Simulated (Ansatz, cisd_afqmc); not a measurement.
Species: GaH, charge 0, singlet. GaH (SMILES [GaH]).
B3LYP-D3(BJ)/def2-TZVP minimum from Ansatz (a program for electronic structure):
```
Ga
H 1 1.6890
```
Charge 0, spin multiplicity 1.

Total energies in cc-pVQZ, 4 correlated electrons, 14 frozen orbitals. UHF or UKS for unpaired electrons; spin-orbit terms are left out. Correlated methods leave the cores frozen (noble-gas shells, and filled d and f shells in the p block). No relativity. AFQMC is phaseless with a CISD trial state; ± is one standard error, without the phaseless bias. Outlying blocks are dropped, and bars are widened where a walk drifts. Over all cases where full CI ran beside it in this data, AFQMC minus full CI had a median of +0.1 mEh and passed +0.4 mEh in a tenth of the cases.

```csv
method,program,energy (Eh),error against FCI (mEh)
HF,Ansatz,-1923.84009,82.53
MP2,Ansatz,-1923.90351,19.11
CCSD,Ansatz,-1923.92084,1.77
CCSD(T),Ansatz,-1923.92226,0.36
CCSDT(Q),Ansatz,-1923.92261,0.01
CCSDTQ,Ansatz,-1923.92262,0.00
AFQMC/CISD,cisd_afqmc,-1923.9226 ± 0.0002,0.0 ± 0.2
FCI,Ansatz,-1923.92262,0.00
```

Rough core times of Ansatz's runs on a shared machine: CCSD(T) under 20 s, CCSDT(Q) 30 s, CCSDTQ 3 min, FCI 40 s.
